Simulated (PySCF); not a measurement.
Exercise with solution: refractive index and permittivity of the vapour

In(Br)(OH)2 (BrH2InO2), SMILES [OH][In]([OH])[Br].

Geometry optimised at B3LYP-D3(BJ)/def2-SVP. The def2 effective core potentials stand for the cores of In; spin–orbit coupling is left out. One conformer was computed; it need not be the lowest.

HF/def2-TZVP (PySCF) gives a mean static polarisability of 53.7 bohr³ and a dipole moment of 1.53 D. Take an ideal gas at 298.15 K and 0.1 bar, whether or not the substance is that volatile.

Question: Work out n − 1 in the optical limit and the static ε − 1.

Answer: 
Polarisability volume α' = 53.7 × 0.148185 = 7.96 Å³. Number density N = p/kT = 2.43e-6 Å⁻³.
Dilute limit of Lorentz–Lorenz: n − 1 = 2π N α' = 0.00012.
Orientation term of Debye: μ²/(3kT) = 8.098 Å³ × μ²(D²) = 18.96 Å³.
ε − 1 = 4π N (α' + μ²/3kT) = 0.00082. Orientation of the dipole supplies 70 % of the static response; it can't follow optical fields. Vibrational polarisation and dispersion are left out.
